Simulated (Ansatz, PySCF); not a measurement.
Ways to break one bond of NCCN [ethane-1,2-diamine]:

A. NCCN -> [NH2] (NH2) + [CH2]CN
B. NCCN [ethane-1,2-diamine] → 2 [CH2]N

Quantity: bond dissociation energy (enthalpy at 298 K, with B3LYP-D3(BJ) rigid-rotor harmonic-oscillator terms), kJ/mol. Each molecule is optimised on its own at B3LYP-D3(BJ)/def2-TZVP (Ansatz, a quantum-chemistry and plane-wave program), one conformer each, not searched for the lowest. Frequencies are from Ansatz or PySCF. Correlated levels leave the core frozen unless marked. UHF or UKS for open shells. Spin-orbit coupling is left out. Non-relativistic. CBS marks a two-point X^-3 extrapolation of the correlation energy; Hartree-Fock from the larger set. The bracket is a focal-point correction in the basis named.

|  | PBE0/def2-TZVPD (Ansatz) | B2PLYP-D3(BJ)/def2-TZVPD (Ansatz + dftd3) | SCS-MP2/6-31G (Ansatz) | RI-MP2/CBS(cc-pVTZ,cc-pVQZ)+[CCSD(T)-MP2]/cc-pVTZ (Ansatz) |
|---|---|---|---|---|
| A | 342.7 | 344.6 | 321.6 | 360.6 |
| B | 286.8 | 293.2 | 279.9 | 319.0 |
